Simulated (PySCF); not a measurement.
C4H7FSi, SMILES C=C/C=C(\F)[SiH3].

Coordinates come from a PBE-D3(BJ)/def2-SVP optimisation. The structure was generated by enumeration; whether it is a known compound was not checked. Other conformers were not sampled.

These are PBE-D3(BJ)/def2-SVP (PySCF) values and carry that method's errors.

Frequencies are harmonic and unscaled.

Computed normal modes with their intensities:
```json
[
 {"mode": "1", "ν (cm⁻¹)": "106", "IR (km/mol)": "0.1", "moving atoms (share of kinetic energy)": "H 60 %, C 34 %"},
 {"mode": "2", "ν (cm⁻¹)": "133", "IR (km/mol)": "1.0", "moving atoms (share of kinetic energy)": "C 40 %, H 22 %, F 19 %, Si 18 %"},
 {"mode": "3", "ν (cm⁻¹)": "147", "IR (km/mol)": "0.0", "moving atoms (share of kinetic energy)": "H 51 %, C 39 %, F 9 %"},
 {"mode": "4", "ν (cm⁻¹)": "177", "IR (km/mol)": "0.1", "moving atoms (share of kinetic energy)": "H 55 %, C 41 %"},
 {"mode": "5", "ν (cm⁻¹)": "243", "IR (km/mol)": "2.2", "moving atoms (share of kinetic energy)": "F 49 %, C 31 %, H 15 %"},
 {"mode": "6", "ν (cm⁻¹)": "386", "IR (km/mol)": "0.2", "moving atoms (share of kinetic energy)": "C 54 %, H 30 %, F 15 %"},
 {"mode": "7", "ν (cm⁻¹)": "403", "IR (km/mol)": "11.9", "moving atoms (share of kinetic energy)": "Si 52 %, C 27 %, H 11 %, F 10 %"},
 {"mode": "8", "ν (cm⁻¹)": "433", "IR (km/mol)": "7.3", "moving atoms (share of kinetic energy)": "C 48 %, H 44 %"},
 {"mode": "9", "ν (cm⁻¹)": "624", "IR (km/mol)": "33.2", "moving atoms (share of kinetic energy)": "H 77 %, Si 14 %"},
 {"mode": "10", "ν (cm⁻¹)": "657", "IR (km/mol)": "22.6", "moving atoms (share of kinetic energy)": "H 66 %, C 24 %, Si 9 %"},
 {"mode": "11", "ν (cm⁻¹)": "679", "IR (km/mol)": "14.9", "moving atoms (share of kinetic energy)": "H 59 %, C 39 %"},
 {"mode": "12", "ν (cm⁻¹)": "793", "IR (km/mol)": "9.0", "moving atoms (share of kinetic energy)": "C 55 %, F 25 %, H 18 %"},
 {"mode": "13", "ν (cm⁻¹)": "861", "IR (km/mol)": "0.8", "moving atoms (share of kinetic energy)": "H 74 %, C 26 %"},
 {"mode": "14", "ν (cm⁻¹)": "880", "IR (km/mol)": "270.7", "moving atoms (share of kinetic energy)": "H 88 %, Si 9 %"},
 {"mode": "15", "ν (cm⁻¹)": "892", "IR (km/mol)": "15.1", "moving atoms (share of kinetic energy)": "H 70 %, C 30 %"},
 {"mode": "16", "ν (cm⁻¹)": "895", "IR (km/mol)": "55.7", "moving atoms (share of kinetic energy)": "H 95 %"},
 {"mode": "17", "ν (cm⁻¹)": "917", "IR (km/mol)": "46.6", "moving atoms (share of kinetic energy)": "H 95 %"},
 {"mode": "18", "ν (cm⁻¹)": "933", "IR (km/mol)": "1.6", "moving atoms (share of kinetic energy)": "H 60 %, C 39 %"},
 {"mode": "19", "ν (cm⁻¹)": "1003", "IR (km/mol)": "15.6", "moving atoms (share of kinetic energy)": "H 90 %, C 10 %"},
 {"mode": "20", "ν (cm⁻¹)": "1058", "IR (km/mol)": "113.1", "moving atoms (share of kinetic energy)": "C 54 %, H 25 %, F 19 %"},
 {"mode": "21", "ν (cm⁻¹)": "1179", "IR (km/mol)": "5.2", "moving atoms (share of kinetic energy)": "C 53 %, H 46 %"},
 {"mode": "22", "ν (cm⁻¹)": "1239", "IR (km/mol)": "23.1", "moving atoms (share of kinetic energy)": "H 67 %, C 30 %"},
 {"mode": "23", "ν (cm⁻¹)": "1273", "IR (km/mol)": "14.0", "moving atoms (share of kinetic energy)": "H 59 %, C 38 %"},
 {"mode": "24", "ν (cm⁻¹)": "1382", "IR (km/mol)": "9.5", "moving atoms (share of kinetic energy)": "H 78 %, C 22 %"},
 {"mode": "25", "ν (cm⁻¹)": "1608", "IR (km/mol)": "4.5", "moving atoms (share of kinetic energy)": "C 91 %, H 9 %"},
 {"mode": "26", "ν (cm⁻¹)": "1656", "IR (km/mol)": "12.3", "moving atoms (share of kinetic energy)": "C 90 %, H 9 %"},
 {"mode": "27", "ν (cm⁻¹)": "2168", "IR (km/mol)": "90.7", "moving atoms (share of kinetic energy)": "H 99 %"},
 {"mode": "28", "ν (cm⁻¹)": "2173", "IR (km/mol)": "91.0", "moving atoms (share of kinetic energy)": "H 96 %"},
 {"mode": "29", "ν (cm⁻¹)": "2187", "IR (km/mol)": "83.6", "moving atoms (share of kinetic energy)": "H 96 %"},
 {"mode": "30", "ν (cm⁻¹)": "3074", "IR (km/mol)": "3.9", "moving atoms (share of kinetic energy)": "H 95 %"},
 {"mode": "31", "ν (cm⁻¹)": "3102", "IR (km/mol)": "0.5", "moving atoms (share of kinetic energy)": "H 92 %, C 8 %"},
 {"mode": "32", "ν (cm⁻¹)": "3111", "IR (km/mol)": "5.7", "moving atoms (share of kinetic energy)": "H 92 %, C 8 %"},
 {"mode": "33", "ν (cm⁻¹)": "3178", "IR (km/mol)": "6.0", "moving atoms (share of kinetic energy)": "H 89 %, C 11 %"}
]
```
